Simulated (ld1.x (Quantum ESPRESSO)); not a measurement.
## An all-electron radial function and its pseudo partner (Be (Z = 4))

Columns: radius, all-electron u(r) and pseudo u(r) of the 1s shell (level -116.39 eV) of beryllium in the configuration 1s2 2s1 2p0; LDA (PZ), non-relativistic, ultrasoft scheme, ld1.x (Quantum ESPRESSO) 7.5.

```csv
r (bohr),all-electron,pseudo
0.192,1.3164,0.8929
0.385,1.2903,1.1944
0.578,0.9748,0.9738
0.770,0.6686,0.6686
0.962,0.4363,0.4363
1.155,0.2760,0.2760
1.348,0.1713,0.1713
1.540,0.1053,0.1053
1.732,0.0641,0.0641
1.925,0.0386,0.0386
2.118,0.0231,0.0231
2.310,0.0138,0.0138
2.502,0.0082,0.0082
2.695,0.0049,0.0049
2.888,0.0029,0.0029
3.080,0.0017,0.0017
3.272,0.0010,0.0010
3.465,0.0006,0.0006
3.658,0.0003,0.0003
3.850,0.0002,0.0002
4.043,0.0001,0.0001
4.235,0.0001,0.0001
4.428,0.0000,0.0000
4.620,0.0000,0.0000
4.812,0.0000,0.0000
5.005,0.0000,0.0000
```

Problem. How many radial nodes do the two functions have?

Solution. The all-electron 1s function has n − l − 1 = 0; the pseudo-wave has 0.

Problem. At about which radius was the pseudo-wave matched?

Solution. 0.70 bohr, where the columns begin to agree (steps of 0.19 bohr).

Problem. Is the pseudo-wave norm-conserving?

Solution. No, it belongs to an ultrasoft set: the norm inside the radius is not constrained, and the difference is carried by the augmentation charge.
